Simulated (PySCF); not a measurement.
## How the method changes the constants of BTe⁺

State: ³Π (triplet), unpaired electrons σ ↑, π ↑. Set-up: PySCF, scalar-relativistic core potentials, basis sets B def2-SVPD, Te def2-SVPD with ECP28. De refers to B⁺ + Te in their high-spin ground configurations, without counterpoise correction. The functionals are run spin-unrestricted. A positive dipole points towards Te; it is taken about the centre of mass and depends on that origin.

```tsv
Level	Re (Å)	ωe (cm⁻¹)	De (eV)	μ (D)
UHF	2.066	651	1.90	-3.40
UHF-MP2	2.052	735	2.56	n/a
UHF-SCS-MP2	2.066	702	2.32	n/a
UHF-CCSD	2.077	649	2.12	n/a
UHF-CCSD(T)	2.083	652	2.32	n/a
LDA	2.054	692	3.92	-2.21
PBE	2.074	666	3.53	-2.24
r²SCAN	2.061	691	3.46	-2.50
PBE0	2.056	689	3.20	-2.46
r²SCAN0	2.051	699	3.17	-2.65
BHandHLYP	2.059	674	2.73	-2.75
LC-ωPBE	2.029	719	2.89	-2.60
```

The bond length runs from 2.029 Å (LC-ωPBE) to 2.083 Å (UHF-CCSD(T)). De spans 1.90 eV (UHF, mean field) to 3.92 eV (LDA, local density). Correlation at CCSD(T) changes the Hartree–Fock bond energy by +0.42 eV; the triples alone change it by +0.20 eV.

Correlated steps freeze 5 core orbitals. Correlated levels converge slowly with the basis: in double zeta they bind strong bonds too weakly, by up to about 1 eV, and carry superposition errors of some tenths. Spin–orbit coupling is left out, which matters for elements this heavy, above all for dissociation energies. For an ion De counts to the pair picked by the measured ionisation energies or electron affinities, which need not be the lowest pair at this level. Counting both spins, an empty level lies below a filled one in some of these solutions, because spin and occupation are held. The state is the lowest determinant that a PBE0 search found; another state may lie lower at other levels.

The whole job (state search and all levels along the bond) took about 3.2 min on 1 thread of Oxide Virtual Turin-like (shared host), peak memory 0.78 GiB.
